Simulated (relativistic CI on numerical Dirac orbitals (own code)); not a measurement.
Radial parameters of Hg LIV

Computed by Dirac-Coulomb-Breit CI, separate exchange-only KLI orbitals for each configuration, a model potential for QED, unscaled Slater integrals (own radial code, finite nucleus).

Slater integrals F^k, G^k are unscaled and averaged over j, outside the closed core [Ne]; ζ comes from projecting the Hamiltonian with its Breit term on Σ l·s of the shell.

- 3s2 3p6 3d9: ζ(3d) = 313280 cm⁻¹; <r>(3d) = 0.1584, <r^2>(3d) = 0.02913 (bohr units).
- 3s2 3p5 3d10: ζ(3p) = 2.4521e+06 cm⁻¹; <r>(3p) = 0.1753, <r^2>(3p) = 0.0357 (bohr units).
- 3s2 3p6 3d8 4s: F^2(3d,3d) = 647010, F^4(3d,3d) = 417510, ζ(3d) = 317430, G^2(3d,4s) = 68950 cm⁻¹; <r>(3d) = 0.1575, <r^2>(3d) = 0.02881, <r>(4s) = 0.3427, <r^2>(4s) = 0.1323 (bohr units).

Question: Give the Racah parameters of the d shell in 3s2 3p6 3d8 4s.

Answer: B = F²/49 − 5F⁴/441 = 8471 cm⁻¹ and C = 35F⁴/441 = 33135 cm⁻¹.

Averages of the first 10 configurations, taken without configuration mixing, which lowers the lowest level and can move excited configurations by several eV; other configurations of the list can lie among them:

```csv
Configuration,Parity,States,Average energy above the lowest level (eV)
3s2 3p6 3d9,even,10,39.2
3s2 3p5 3d10,odd,6,677.2
3s 3p6 3d10,even,2,1252.7
3s2 3p6 3d8 4s,even,90,2056.1
3s2 3p6 3d8 4p,odd,270,2273.4
3s2 3p4 3d10 4s,even,30,3320.8
3s2 3p6 3d8 4d,even,450,2511.5
3s2 3p4 3d10 4p,odd,90,3538.7
3s2 3p5 3d9 4s,odd,120,2683.9
3s2 3p6 3d8 4f,odd,630,2701.2
```
